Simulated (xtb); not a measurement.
xtb input (GFN2-xTB):

```bash
xtb mol.xyz --gfn 2 --ohess tight --chrg -1 --uhf 0
```
mol.xyz:
```
14

Si    -0.61207585    -0.08685389    -0.69436000
C     -1.38345800     1.63124216    -1.01690203
C     -1.55136352    -0.92272263     0.73351790
O      0.90118244     0.11004088    -0.23349120
Si     2.40099273    -0.18422499     0.35206363
H     -0.59631149    -0.95945438    -1.85383904
H     -0.72732663     2.12687577    -1.75935758
H     -1.33987584     2.27166016    -0.13805714
H     -1.13813004    -1.87491443     1.07500394
H     -1.58393741    -0.27671033     1.64683808
H     -2.58086787    -1.10482401     0.46628790
H      3.11343982    -0.83896001    -0.74338095
H      2.27514770    -1.07237294     1.51130431
H      2.93054370     1.07289083     0.69782774
```

End of the output:

```
optimized geometry written to: xtbopt.xyz

           -------------------------------------------------
          | TOTAL ENERGY              -16.626441228573 Eh   |
          | TOTAL ENTHALPY            -16.522065938955 Eh   |
          | TOTAL FREE ENERGY         -16.566055481544 Eh   |
          | GRADIENT NORM               0.000331226214 Eh/α |
          | HOMO-LUMO GAP               2.821866402620 eV   |
           -------------------------------------------------

------------------------------------------------------------------------
------------------------------------------------------------------------
 total:
 SCF:
 ANC optimizer:
 analytical hessian:
```

It need not be the lowest isomer of its formula. Whether it binds its extra electron was not tested at this geometry.
